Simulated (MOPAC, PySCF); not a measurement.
The same groups moved round the core (quinoline fluoro+boryl). Isolated molecules, 0 K electronic values unless said otherwise. One relaxed conformer stands for each flexible species; it need not be the lowest. Strings in code marks are SMILES.

Quantity: electronic energy of isomers of C9H7BFN relative to `Bc1cc2ccccc2nc1F`, in eV. Semi-empirical values (MOPAC) are differences of heats of formation.

Level 1: B3LYP/3-21G // B3LYP-D3(BJ)/def2-SVP (PySCF)
Level 2: M06-2X/6-31G* // B3LYP-D3(BJ)/def2-SVP (PySCF)
Level 3: HF/STO-3G // B3LYP-D3(BJ)/def2-SVP (PySCF)
Level 4: PM3 // B3LYP-D3(BJ)/def2-SVP (MOPAC)

| species | level 2 | level 3 | level 4 |
|---|---|---|---|
| `Bc1c(F)ccc2cccnc12` | 0.309 | 0.183 | 0.219 |
| `Bc1c(F)cnc2ccccc12` | 0.422 | 0.275 | 0.228 |
| `Bc1cc2ncccc2cc1F` | 0.295 | 0.158 | 0.077 |

### Question
What does level 1 give for each, and how far do the other levels lie from it on average?

### Answer

- `Bc1c(F)ccc2cccnc12`: 0.243
- `Bc1c(F)cnc2ccccc12`: 0.361
- `Bc1cc2ncccc2cc1F`: 0.239
Mean absolute difference from level 1, which has limits of its own, over these rows (drawn at random from the members that have all these levels): level 2 0.061 eV, level 3 0.076 eV, level 4 0.106 eV.
